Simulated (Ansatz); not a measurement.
Reaction (hydrogenolysis of a C–N bond): `[SiH3][N]([GeH3])c1ccccc1` + H₂ → benzene + `[SiH3][NH][GeH3]`

Gas-phase electronic energies from Ansatz, PBE0-D4/def2-TZVP geometries. CCSD(T)/CBS adds triple-zeta CCSD(T) − MP2 to the extrapolated MP2 energy (def2 sets, frozen cores). This one scheme is used for every species. Functionals use def2-TZVPP. B3LYP here is the variant with VWN-RPA as its local correlation; programs differ in this. HSE06 is defined as in plane-wave codes. For Ge outer-core shells are correlated without core-valence functions, which leaves a few kJ/mol of doubt a bond. Scalar relativity is left out up to krypton. One conformer a species, not always the lowest.

```tsv
level	ΔE (kJ/mol)	difference from CCSD(T)/CBS
LDA (SPW92)	-40.9	23.1
PBE-D4	-51.9	12.1
revPBE-D4	-42.1	21.9
BLYP-D4	-52.4	11.6
r2SCAN-D4	-59.3	4.7
B97M-V	-68.5	-4.5
PBE0-D4	-59.9	4.1
r2SCANh-D4	-61.7	2.3
r2SCAN0-D4	-65.0	-1.0
HSE06-D4	-60.4	3.6
BHLYP-D4	-70.8	-6.8
CAM-B3LYP-D4	-68.3	-4.3
ωB97X-V	-67.5	-3.5
ωB97M-V	-67.0	-3.0
B2PLYP	-76.5	-12.5
PBE-QIDH	-66.9	-2.9
PBE	-69.9	-5.9
BLYP	-88.0	-24.0
r2SCAN	-65.3	-1.3
PBE0	-76.3	-12.3
B3LYP	-89.3	-25.3
r2SCANh	-68.1	-4.1
HSE06	-76.1	-12.1
BHLYP	-94.4	-30.4
CAM-B3LYP	-85.6	-21.6
LC-ωPBE	-78.6	-14.6
HF/def2-SVP	-107.4	-43.4
CCSD/def2-SVP	-67.5	-3.5
CCSD(T)/def2-SVP	-57.8	6.2
HF/def2-TZVPP	-115.7	-51.7
MP2/def2-TZVPP	-53.2	10.8
SCS-MP2/def2-TZVPP	-64.6	-0.6
CCSD/def2-TZVPP	-74.0	-10.0
CCSD(T)/def2-TZVPP	-62.9	1.1
HF/def2-QZVPP	-116.4	-52.4
MP2/def2-QZVPP	-54.1	9.9
SCS-MP2/def2-QZVPP	-66.0	-2.0
HF/CBS(def2)	-116.5	-52.5
MP2/CBS(def2)	-54.4	9.6
CCSD/CBS(def2)	-75.1	-11.1
CCSD(T)/CBS	-64.0	0
```

Largest T1 diagnostic among the species: 0.012.

Leaving LDA and LC-ωPBE aside and taking each functional with its dispersion term where it has one, the values spread over 34.4 kJ/mol, from B2PLYP to revPBE-D4. LDA lies +29.0 kJ/mol from PBE without D4. From PBE to PBE0 (25 % exact exchange), in def2-TZVPP and without D4, ΔE moves by −6.4 kJ/mol.

CCSD(T)/CBS has its own doubt, a few kJ/mol and more with outer-core shells, so smaller differences from it don't rank the levels.
